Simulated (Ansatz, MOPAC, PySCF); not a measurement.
Noncovalent pair: GeH4 (SMILES [GeH4]) (first 5 atoms) with C2H6 (SMILES CC); geometry from B3LYP-D3(BJ)/def2-TZVP.
(charge 0, multiplicity 1):
```csv
atom,x (Å),y (Å),z (Å)
Ge,-0.1545,0.1485,-0.2464
H,-0.5052,-0.0597,-1.7277
H,0.4200,-1.1531,0.3312
H,-1.4220,0.5348,0.5293
H,0.8864,1.2701,-0.1198
C,0.5705,0.4814,3.4876
C,-0.3771,-0.6672,3.8204
H,1.0200,0.8999,4.3902
H,0.0484,1.2919,2.9754
H,1.3842,0.1505,2.8392
H,0.1457,-1.4762,4.3340
H,-0.8260,-1.0860,2.9181
H,-1.1901,-0.3352,4.4689
```

Monomers are frozen at their geometry in the pair; levels with a basis set take the counterpoise correction. Rows marked so take none.

Rows in 6-31G* carry no dispersion term and start afresh at each structure (6-31G* with six Cartesian d functions); the Pople sets are all-electron and without relativity. The state that PM3 reach isn't checked.

The values were computed with Ansatz (a first-principles code); MOPAC for PM3 (differences of heats of formation); PySCF for 6-31G* rows. Each number belongs to the level named beside it.

**Question.** What interaction energy does PM3 give?

**Answer.** 4 kJ/mol
